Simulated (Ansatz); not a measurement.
Relaxation of Al$_{2}$Cl$_{2}$H$_{5}$NO (11 atoms, charge 0, multiplicity 1), to a largest force component of 0.03 eV/Å in at most 50 steps.

Method: Ansatz, RKS PBE0-D4/cc-pVDZ.

```xyz
11
Properties=species:S:1:pos:R:3
Al 0.227 0.088 0.145
N -0.036 -0.242 1.967
H -0.876 -0.755 2.235
H 0.756 -0.597 2.505
Cl 2.090 0.195 -0.812
Cl -1.558 0.257 -1.044
O -0.778 2.620 1.286
Al -2.267 2.604 0.336
H -3.582 1.960 0.971
H -2.220 3.574 -0.921
H -0.658 1.934 1.986
```

Question: Where does it end, and by what steps?

Answer: The run converged. The force dipped under the threshold on the way, but the program's further checks kept it going. After 25 steps the energy has fallen by 1.572 eV; H11 moved furthest, 0.97 Å. Joined: Al1–O7 (2.95 → 1.86 Å).

```
step  energy less start (eV)  largest force component (eV/Å)  accepted
   0                  0.0000                           1.748       yes
   1                 -0.2918                           1.257       yes
   2                 -0.7009                           1.820       yes
   3                 -1.1388                           1.565       yes
   4                 -1.3272                           1.241       yes
   5                 -1.4280                           0.347       yes
   6                 -1.4730                           0.460       yes
   7                 -1.5197                           0.318       yes
   8                 -1.5351                           0.279       yes
   9                 -1.5450                           0.373       yes
  10                 -1.5509                           0.290       yes
  11                 -1.5499                           0.490        no
  12                 -1.5651                           0.052       yes
  13                 -1.5669                           0.047       yes
  14                 -1.5601                           0.659        no
  15                 -1.5682                           0.022       yes
  16                 -1.5690                           0.170       yes
  17                 -1.5687                           0.127        no
  18                 -1.5701                           0.046       yes
  19                 -1.5702                           0.039       yes
  20                 -1.5704                           0.064       yes
  21                 -1.5703                           0.229        no
  22                 -1.5713                           0.015       yes
  23                 -1.5714                           0.088       yes
  24                 -1.5715                           0.037       yes
  25                 -1.5716                           0.006       yes
```

```xyz
11
Properties=species:S:1:pos:R:3
Al 0.031 0.506 0.678
N 0.097 -0.664 2.017
H -0.722 -0.974 2.530
H 0.815 -1.380 2.058
Cl 1.807 0.871 -0.436
Cl -1.755 0.270 -0.793
O -0.802 2.107 1.118
Al -2.324 2.389 0.034
H -3.654 2.241 0.884
H -2.039 3.489 -1.071
H -0.353 2.784 1.638
```

Whether the end is a true minimum wasn't checked by a vibrational analysis.

Run time: 87 s on 4 threads of Arm Neoverse V1, on a shared host, peak memory 0.36 GiB.
